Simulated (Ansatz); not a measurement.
Basis-set series for `O[B-](O)(O)[NH2+][SiH3]`. The species carries charge 0 and has multiplicity 1. All single points use the PBE0-D4/def2-TZVP geometry. It is one conformer, not always the lowest.

```json
{"functional": "PBE0-D4", "basis": "def2-SVP", "functions": "128", "energy (Eh)": "-598.96837", "HOMO (eV)": "-7.52", "LUMO (eV)": "0.47"}
{"functional": "PBE0-D4", "basis": "def2-TZVPP", "functions": "309", "energy (Eh)": "-599.44177", "HOMO (eV)": "-7.85", "LUMO (eV)": "-0.10"}
{"functional": "ωB97M-V", "basis": "def2-SVP", "functions": "128", "energy (Eh)": "-599.28933", "HOMO (eV)": "-9.97", "LUMO (eV)": "2.24"}
{"functional": "ωB97M-V", "basis": "def2-TZVPP", "functions": "309", "energy (Eh)": "-599.77300", "HOMO (eV)": "-10.32", "LUMO (eV)": "1.42"}
```

(1) Give the rows for def2-QZVPP. (An estimate is asked.)

## Answers

(1) Computed: 
| functional | basis | functions | energy (Eh) | HOMO (eV) | LUMO (eV) |
| --- | --- | --- | --- | --- | --- |
| PBE0-D4 | def2-QZVPP | 595 | -599.46955 | -7.91 | -0.34 |
| ωB97M-V | def2-QZVPP | 595 | -599.79891 | -10.37 | 0.94 |

Positive LUMOs are unbound and depend on the basis.
